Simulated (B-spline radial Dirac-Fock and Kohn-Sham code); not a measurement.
## K-line shifts caused by a second vacancy in Nd⁺

System: the Nd⁺ ion in the configuration [Xe] 4f4 6s1.

Input of the calculation (task.json; shells as n, l, electrons):

```json
{"items": [{
  "Z": 60,
  "q": 1,
  "cfg": [[1, 0, 2], [2, 0, 2], [2, 1, 6], [3, 0, 2], [3, 1, 6], [3, 2, 10], [4, 0, 2], [4, 1, 6], [4, 2, 10], [4, 3, 4], [5, 0, 2], [5, 1, 6], [6, 0, 1]],
  "A": 142,
  "rrms": 4.9123,
  "do": ["binding", "quiet", "double"]
}]}
```

Run with: `python xray_run.py task.json out`

Level of theory: multi-electron Dirac-Fock with separately optimised hole states, Breit and Lamb-shift corrections added in first order; an atomic code on a B-spline grid. Each two-hole energy is an average over J within one jj subconfiguration, not an observable level; in light atoms, where LS coupling holds, the j-resolved values are not observed lines, and for a K spectator the Kα1 hypersatellite is nearly forbidden. Correlation energy is missing from these numbers.

Lines without a spectator: Kα2 (K-L2) 36844.9 eV, Kα1 (K-L3) 37358.8 eV, Kβ3 (K-M2) 42162.8 eV, Kβ1 (K-M3) 42267.3 eV. Shifts in eV with one spectator hole (a dash: not computed, or left out as unreliable):

```
spectator hole    Kα2     Kα1     Kβ3     Kβ1
    L2 (2p1/2)  +85.6  +110.7       –  +225.2
    L3 (2p3/2)  +76.0   +78.8  +187.9       –
    M2 (3p1/2)      –  +15.02   +32.1   +38.3
    M3 (3p3/2)  +9.87       –   +30.6   +30.3
    M4 (3d3/2)  +2.70   -0.51       –       –
    M5 (3d5/2)  -1.45   +1.30       –       –
```

Task: Where does the K-L3 hypersatellite lie, emitted when both K electrons are missing?

Result: +763.7 eV from the normal line, at 38122.5 eV. Removing both K electrons costs 88180.0 eV, which is 1022.9 eV more than twice the K binding energy.

With n spectator holes in 2p, averaged over the 2p shell (energies in eV):

```tsv
n	KαLⁿ	step	hypersatellite KαʰLⁿ
0	37187.4	–	37939.6
1	37274.5	+87.0	38028.3
2	37362.8	+88.4	38118.3
3	37452.6	+89.8	38209.8
4	37543.8	+91.2	38302.7
5	37636.4	+92.6	38396.9
```
